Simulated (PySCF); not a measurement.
B3LYP on N²⁺ (nitrogen, charge +2)

Configuration: [He] 2s2 2p1, 2P determinant. Computed with PySCF 2.14 in cc-pVDZ, with no relativity, point nucleus.

```json
{"Total energy": "-52.9479 hartree", "One-electron energy": "-65.4141 hartree", "Hartree (Coulomb) energy": "18.2973 hartree", "Exchange-correlation energy": "-5.8312 hartree", "Kinetic energy": "52.43162 hartree", "⟨S²⟩": "0.7515", "⟨L²⟩": "2.004", "Sum of ⟨r⟩": "3.961 bohr", "Sum of ⟨r²⟩": "5.073 bohr²", "Traceless quadrupole moment −½Σ⟨3z² − r²⟩ along its main axis": "-0.607 e·bohr²", "Density at the nucleus (Gaussians lack the cusp)": "199 bohr⁻³", "Spin density at the nucleus": "0.0715 bohr⁻³", "Langevin diamagnetic susceptibility": "-4.02 ×10⁻⁶ cm³/mol", "Time after the integrals": "0.04 s of wall time on 1 thread of Intel(R) Xeon(R) 6975P-C (shared host)"}
```

```
shell  electrons  mean orbital energy (hartree)  rms radius, mean of both spins (bohr)
 1s α          1                      -15.94125                                  0.266
 1s β          1                      -15.91439                                  0.266
 2s α          1                       -1.90492                                   1.30
 2s β          1                       -1.81862                                   1.30
 2p α          1                       -1.50861                                   1.25
```
